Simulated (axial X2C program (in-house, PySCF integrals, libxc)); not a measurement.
## Working with the constants of NbB⁺

A bond curve at the CCSD(T) level, two-component, was computed with an in-house relativistic program for diatomic molecules (basis Nb dyall-cv3z [11s12p9d5f3g], B dyall-v3z [7s6p2d1f] (cores contracted in-house)) for the state Ω = 5/2 (⟨Sz⟩ = 2.50, ⟨Lz⟩ = 0.00 at HF). Its fit gives Re = 2.0858 Å, ωe = 560.7 cm⁻¹, ωexe = 4.06 cm⁻¹ and αe = 3.560e-03 cm⁻¹; the masses are 92.9064 and 11.0093 u. Two-component means X2C with spin–orbit coupling and atomic mean-field Coulomb and Gaunt terms.

Correlated methods: 15 electrons correlated (number of frozen shells: Nb 3 s, 2 p, 1 d; B 1 s), 273 virtual spin orbitals or spinors in MP2, 90 natural virtuals in coupled cluster.

(1) Find the reduced mass, Be and the force constant.

(2) Estimate the centrifugal constant by the Kratzer relation.

(3) Where do the fundamental and the first overtone lie?

(4) A Morse curve ties αe to the other constants (Pekeris). How well does that hold?

One determinant describes the state; a PBE0 search over occupations chose it and may have missed a lower one. Coupled cluster ran in a truncated set of natural virtual spinors; the MP2 energy of the rest was added. (T) has no such correction and the atoms are truncated less, which lowers De at CCSD(T) by a hundredth of an eV or more. Other states lie close and PBE0, whose exact exchange favours high spin, may order them wrongly; the determinant shown need not be the ground state. The nearest other 2c determinant of the search, Ω = 1/2, lies 0.34 eV up at the distance of the search. With several unpaired electrons one determinant need not be a pure state. This is the top spin component of a Σ state; components of lower Ω are not single determinants and can lie lower.

## Answers

(1) From the CCSD(T) values: μ = 9.8429 u. Be = 16.8576/(μ Re²) = 0.3937 cm⁻¹. k = 5.8918×10⁻⁷ μ ωe² = 1.82 mdyn/Å.

(2) D = 4Be³/ωe² = 7.76e-07 cm⁻¹.

(3) ν(1←0) = ωe − 2ωexe = 552.6 cm⁻¹; ν(2←0) = 2ωe − 6ωexe = 1097.0 cm⁻¹.

(4) αe(Morse) = 6Be²/ωe × (√(ωexe/Be) − 1) = 3.667e-03 cm⁻¹; the CCSD(T) curve gives 3.560e-03 cm⁻¹, a ratio of 1.03.
